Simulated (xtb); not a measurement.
xtb input (GFN1-xTB):

```bash
xtb mol.xyz --gfn 1 --sp --chrg 1 --uhf 0
```
mol.xyz:
```
3

Bi     0.02496191     0.00900550     0.44328029
Cl     0.93441569    -1.52941726    -1.10755109
Cl    -1.05628854     1.48544922    -1.05669976
```

End of the output:

```
         :::::::::::::::::::::::::::::::::::::::::::::::::::::
         ::                     SUMMARY                     ::
         :::::::::::::::::::::::::::::::::::::::::::::::::::::
         :: total energy             -10.303878386263 Eh    ::
         :: gradient norm              0.003486873477 Eh/a0 ::
         :: HOMO-LUMO gap              2.151899378608 eV    ::
         ::.................................................::
         :: SCC energy               -10.309295357576 Eh    ::
         :: -> electrostatic           0.163051258110 Eh    ::
         :: repulsion energy           0.006616735825 Eh    ::
         :: dispersion energy         -0.001199764513 Eh    ::
         :: halogen bond corr.         0.000000000000 Eh    ::
         :: add. restraining           0.000000000000 Eh    ::
         :: total charge               1.000000000000 e     ::
         :::::::::::::::::::::::::::::::::::::::::::::::::::::

           -------------------------------------------------
          |                Property Printout                |
           -------------------------------------------------

    * Orbital Energies and Occupations

         #    Occupation            Energy/Eh            Energy/eV
      -------------------------------------------------------------
         1        2.0000           -1.1861850             -32.2777
         2        2.0000           -1.1036042             -30.0306
         3        2.0000           -1.0905994             -29.6767
         4        2.0000           -0.6980901             -18.9960
         5        2.0000           -0.6848200             -18.6349
         6        2.0000           -0.6731944             -18.3186
         7        2.0000           -0.6497193             -17.6798
         8        2.0000           -0.6464373             -17.5905
         9        2.0000           -0.6441300             -17.5277 (HOMO)
        10                         -0.5650492             -15.3758 (LUMO)
        11                         -0.4229845             -11.5100
        12                         -0.4002112             -10.8903
        13                         -0.2406367              -6.5481
        14                         -0.2404629              -6.5433
Note: The following floating-point exceptions are signalling: IEEE_UNDERFLOW_FLAG IEEE_DENORMAL
normal termination of xtb
        15                         -0.2400360              -6.5317
        16                         -0.2398059              -6.5254
        17                         -0.2393632              -6.5134
        18                         -0.2378112              -6.4712
        19                         -0.2340830              -6.3697
        20                         -0.2237448              -6.0884
       ...                                ...                  ...
        22                         -0.1526347              -4.1534
      -------------------------------------------------------------
                  HL-Gap            0.0790808 Eh            2.1519 eV
             Fermi-level           -0.6045896 Eh          -16.4517 eV

  Mulliken/CM5 charges         n(s)   n(p)   n(d)
     1Bi    0.99709  1.04693   2.013  1.990  0.000
     2Cl    0.00146 -0.02347   1.965  5.047 -0.014
     3Cl    0.00146 -0.02347   1.965  5.047 -0.014

Wiberg/Mayer (AO) data.
largest (>0.10) Wiberg bond orders for each atom

 ---------------------------------------------------------------------------
     #   Z sym  total        # sym  WBO       # sym  WBO       # sym  WBO
 ---------------------------------------------------------------------------
     1  83 Bi   2.585 --     2 Cl   1.293     3 Cl   1.293
     2  17 Cl   1.427 --     1 Bi   1.293     3 Cl   0.134
     3  17 Cl   1.427 --     1 Bi   1.293     2 Cl   0.134
 ---------------------------------------------------------------------------

Topologies differ in total number of bonds
Writing topology from bond orders to xtbtopo.mol

 dipole moment from electron density (au)
     X       Y       Z
   0.0725   0.0261   1.2868  total (Debye):    3.277

           -------------------------------------------------
          | TOTAL ENERGY              -10.303878386263 Eh   |
          | GRADIENT NORM               0.003486873477 Eh/α |
          | HOMO-LUMO GAP               2.151899378608 eV   |
           -------------------------------------------------

------------------------------------------------------------------------
------------------------------------------------------------------------
 total:
 SCF:
```
